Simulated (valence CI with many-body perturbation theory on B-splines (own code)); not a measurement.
Values are calculated unless marked as measured or tabulated.
Hyperfine factors and g values of Nb26+

Level of theory: valence CI with perturbative core correlation (CI+MBPT): five valence electrons over a frozen Dirac-Fock core [Ne], radial functions for each j: 9 s, 9 p, 8 d, 6 f, 3 g, 1 h, with the one-electron correlation potential Σ1, the two-electron term Σ2, the three-electron term Σ3, Breit, model QED; selected CI, second order for the rest (own B-spline code, finite nucleus).

No measured spectrum was set against this ion. As an estimate, large intervals hold to a few tenths of a per cent, small ones and those within an open d or f shell to about a per cent. Among the levels kept, up to 500 cm⁻¹ of a level comes from second order outside the variational space, and about a tenth of that is noise between levels of different J, which matters for small intervals.

A/g_I is the dipole constant over the nuclear g factor μ/I (μ in nuclear magnetons, uniformly magnetised nucleus), B/Q the quadrupole constant per barn. Both hold the static response of the core; the bare values leave it out. Large factors of s and p1/2 electrons are usually good to 5 to 10 %; those of open d and f shells near neutrality can be off by tens of per cent, and small factors of p3/2, d and f electrons come from cancelling terms and can be off by a factor of two or in sign, in half-filled shells by more. B is blank for J = 1/2, where it vanishes, and for nearly pure S terms. Energies count from the lowest level.

Names give the largest LS component (configuration and term), which can be under half, so a name can repeat, a term be missing and a line seem to break the LS rules; names also repeat where a configuration has a term twice. Letters in brackets count levels of one name in rising energy.

```csv
Level,E (cm⁻¹),g,A/g_I (MHz),A/g_I bare,B/Q (MHz/b),B/Q bare
3s2 3p3 4S°_3/2,0,1.574,19500,19900,29300,28600
3s2 3p3 2D°_3/2,139020,1.301,7120,7530,23800,23200
3s2 3p3 2D°_5/2,180710,1.197,50000,48900,-206,-199
3s2 3p3 2P°_1/2,236200,0.661,146000,141000,,
3s2 3p3 2P°_3/2,372030,1.251,27400,27100,-53200,-51800
3s 3p4 4P_5/2,682350,1.543,102000,100000,25400,24800
3s 3p4 4P_3/2 [a],762330,1.400,10000,11000,-32400,-31500
3s 3p4 4P_1/2,783000,2.475,306000,297000,,
3s 3p4 4P_3/2 [b],843720,1.085,51400,50300,-14900,-14300
3s 3p4 2D_3/2,895780,0.819,720,1140,-16300,-15700
3s 3p4 2D_5/2,904350,1.203,78700,76600,-47700,-46300
3s2 3p2 3d 4D_5/2 [a],923470,1.197,40200,39600,-812,-360
3s2 3p2 3d 2P_3/2 [a],951490,1.076,24500,24500,-14000,-13500
3s2 3p2 3d 4D_1/2 [a],959980,0.823,48000,47100,,
3s2 3p2 3d 2F_5/2,982220,0.937,39500,38700,-16800,-16000
3s2 3p2 3d 4F_7/2,1006700,1.183,22600,22700,10700,11000
3s2 3p2 3d 4D_7/2,1019600,1.267,9510,10100,46500,45800
3s2 3p2 3d 4D_1/2 [b],1023300,0.722,76300,73700,,
3s2 3p2 3d 4D_3/2,1042300,1.127,5010,5760,-20700,-20200
3s2 3p2 3d 4F_9/2,1054300,1.255,24800,24800,8930,9490
3s2 3p2 3d 4D_5/2 [b],1071200,1.207,24700,24700,-20200,-19500
3s2 3p2 3d 2P_1/2 [a],1131500,1.351,173000,167000,,
3s 3p4 2P_3/2,1131700,1.176,-10600,-9330,14400,14100
3s2 3p2 3d 2G_7/2,1131800,1.041,29300,28900,42700,42300
3s2 3p2 3d 4P_5/2,1138700,1.438,18700,19200,2010,1910
3s2 3p2 3d 4P_3/2,1160800,1.510,33500,33600,-9870,-9860
3s2 3p2 3d 4P_1/2,1164100,2.039,124000,121000,,
3s2 3p2 3d 2D_3/2 [a],1193300,0.914,31700,31200,17400,17100
3s2 3p2 3d 2F_7/2 [a],1202300,1.215,15000,15200,16900,16900
3s2 3p2 3d 2D_5/2 [a],1216700,1.083,7520,7870,34300,34000
3s2 3p2 3d 2G_9/2,1226900,1.184,17100,17200,58700,58000
3s2 3p2 3d 2P_1/2 [b],1261500,1.062,-24300,-22900,,
3s2 3p2 3d 2P_1/2 [c],1272400,1.091,10400,9920,,
3s2 3p2 3d 2D_3/2 [b],1292000,1.061,17100,17100,-16700,-16500
3s2 3p2 3d 2D_5/2 [b],1294100,1.172,35600,35200,-21700,-21100
3s2 3p2 3d 2F_7/2 [b],1331100,1.121,22700,22700,-3200,-2510
3s2 3p2 3d 2D_5/2 [c],1338600,1.203,9270,9770,63500,62400
3s2 3p2 3d 2P_3/2 [b],1366400,1.151,13400,14000,-4060,-3760
3s2 3p2 3d 2S_1/2,1398500,1.752,167000,162000,,
3s2 3p2 3d 2D_3/2 [c],1419600,0.918,13200,13400,13400,13300
```

Question: Take the isotope of mass number 93, with I = 9/2, μ = 6.163 μN and Q = -0.32 b. What is the hyperfine structure of 3s2 3p3 2D°_5/2?

Answer: From the table A = 68400 MHz, B = 65.9 MHz. Shifts from the centre of gravity in MHz: F = 2: -940000, F = 3: -735000, F = 4: -462000, F = 5: -120000, F = 6: 291000, F = 7: 770000.
